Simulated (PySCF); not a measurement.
**Potential energy of InCl along the bond**

Set-up: basis In def2-SVP with ECP28, Cl def2-SVP; scalar-relativistic core potentials; PySCF 2.14. Energies in eV from In + Cl in their ground configurations at the same level. State: ¹Σ⁺ (singlet), closed shell.

All columns are M06-L. A positive dipole means In(−)Cl(+).

```tsv
R (Å)	E (eV)	μ (D)	Mulliken charge on In (basis-dependent)	HOMO (eV)	LUMO (eV)	Mayer bond order	⟨S²⟩
2.093	-3.840	-1.06	0.33	-5.76	-1.66	1.14	0.00
2.191	-4.413	-1.73	0.36	-5.96	-1.78	1.09	0.00
2.288	-4.732	-2.39	0.39	-6.12	-1.90	1.04	0.00
2.361	-4.853	-2.89	0.42	-6.21	-2.00	1.01	0.00
2.434	-4.897	-3.38	0.44	-6.28	-2.09	0.98	0.00
2.507	-4.883	-3.86	0.45	-6.31	-2.18	0.96	0.00
2.604	-4.801	-4.48	0.47	-6.31	-2.30	0.92	0.00
2.726	-4.630	-5.23	0.50	-6.02	-2.45	0.89	0.00
2.872	-4.368	-6.09	0.51	-5.67	-2.63	0.86	0.00
3.067	-3.983	-7.14	0.53	-5.28	-2.84	0.83	0.00
```

A fit through these points gives, at Re = 2.451 Å, μ = -3.49 D and dμ/dR = -6.61 D/Å; the reduced mass is 26.81 u.

**Question.** How strong is the fundamental in the double-harmonic approximation, I = 42.26·(dμ/dR)²/μred km/mol?

**Answer.** I = 42.26·(-6.61)²/26.81 = 68.9 km/mol at M06-L.

Spin–orbit coupling is left out, which matters for elements this heavy, above all for dissociation energies.
